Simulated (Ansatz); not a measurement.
Ansatz (a program for electronic structure) input (PBE/6-31G*):

Ansatz 0.2 input:
```yaml
crystal:
  periodic: [false, false, false]
  atoms:
    - {symbol: C, position_ang: [1.50667900, -1.19520800, -0.23738700]}
    - {symbol: Ge, position_ang: [-0.03532900, 0.01555800, 0.15043100]}
    - {symbol: C, position_ang: [-1.51519800, -0.70222400, -1.03977800]}
    - {symbol: C, position_ang: [0.44470700, 1.72690900, -0.83072300]}
    - {symbol: N, position_ang: [-0.28714000, 0.06690200, 1.91459600]}
    - {symbol: H, position_ang: [1.70602000, -1.26368200, -1.31059000]}
    - {symbol: H, position_ang: [2.40286600, -0.82313400, 0.26405700]}
    - {symbol: H, position_ang: [1.29525900, -2.19591800, 0.14591400]}
    - {symbol: H, position_ang: [-1.81302000, -1.69525600, -0.69420300]}
    - {symbol: H, position_ang: [-2.39056400, -0.04852400, -0.98456200]}
    - {symbol: H, position_ang: [-1.20185700, -0.77184900, -2.08715000]}
    - {symbol: H, position_ang: [0.66750600, 1.54506600, -1.88775300]}
    - {symbol: H, position_ang: [-0.38412600, 2.43828200, -0.77054500]}
    - {symbol: H, position_ang: [1.31801300, 2.18539000, -0.36023000]}
    - {symbol: H, position_ang: [-1.07672100, 0.68659200, 2.11642200]}
basis:
  gaussian:
    orbitals: 6-31G*
hamiltonian:
  xc: {name: PBE}
total_charge: -1
output: {forces: true}
```

Output:

```
Functional definition: PBE
integrals: 0.08 GiB planned
1488 factors; their error is unknown
mean field: 0.38 GiB planned
mean field evaluation 1: about -61243.1001 eV, gradient 8.6e1 eV
mean field evaluation 2: about -61168.3731 eV, gradient 1.6e2 eV
mean field evaluation 4: about -61258.9646 eV, gradient 1.0e1 eV
mean field evaluation 8: about -61259.3285 eV, gradient 3.1e-1 eV
mean field evaluation 16: about -61259.2641 eV, gradient 2.0e-4 eV
mean field -61259.26411627 eV, -2251.2364332523 hartree, gradient 8.9e-6 eV, S^2 0.000000; 0 other end points of the search recorded, 0 dependent functions left out
the calculation of the forces begins
reference -61259.26415542 eV, -2251.2364346912 hartree; 34, 34 occupied and 81, 81 virtual orbitals, 1488 factors
Total energy: -61259.26415542 eV, -2251.2364346912 hartree
Atom 0 at     1.506679    -1.195208    -0.237387 Å, force    -0.247920     0.194717     0.061742 eV/Å
Atom 1 at    -0.035329     0.015558     0.150431 Å, force    -0.109782     0.088383     0.002241 eV/Å
Atom 2 at    -1.515198    -0.702224    -1.039778 Å, force     0.260101     0.112042     0.135972 eV/Å
Atom 3 at     0.444707     1.726909    -0.830723 Å, force    -0.064505    -0.290280     0.101348 eV/Å
Atom 4 at    -0.287140     0.066902     1.914596 Å, force     0.519257    -0.441882     0.266420 eV/Å
Atom 5 at     1.706020    -1.263682    -1.310590 Å, force     0.083736    -0.035491    -0.372640 eV/Å
Atom 6 at     2.402866    -0.823134     0.264057 Å, force     0.306678     0.137572     0.163218 eV/Å
Atom 7 at     1.295259    -2.195918     0.145914 Å, force    -0.081618    -0.343687     0.121800 eV/Å
Atom 8 at    -1.813020    -1.695256    -0.694203 Å, force    -0.091501    -0.346652     0.114533 eV/Å
Atom 9 at    -2.390564    -0.048524    -0.984562 Å, force    -0.308864     0.227646     0.004274 eV/Å
Atom 10 at    -1.201857    -0.771849    -2.087150 Å, force     0.090753    -0.031156    -0.392010 eV/Å
Atom 11 at     0.667506     1.545066    -1.887753 Å, force     0.082648    -0.041201    -0.392874 eV/Å
Atom 12 at    -0.384126     2.438282    -0.770545 Å, force    -0.288247     0.253198     0.006473 eV/Å
Atom 13 at     1.318013     2.185390    -0.360230 Å, force     0.308047     0.148553     0.157151 eV/Å
Atom 14 at    -1.076721     0.686592     2.116422 Å, force    -0.458784     0.368238     0.022352 eV/Å
Dipole moment:    -0.004915     0.078625    -0.867516 e Å
```

The dipole moment of an ion depends on the origin.

The geometry given is a B3LYP-D3(BJ)/def2-TZVP minimum.
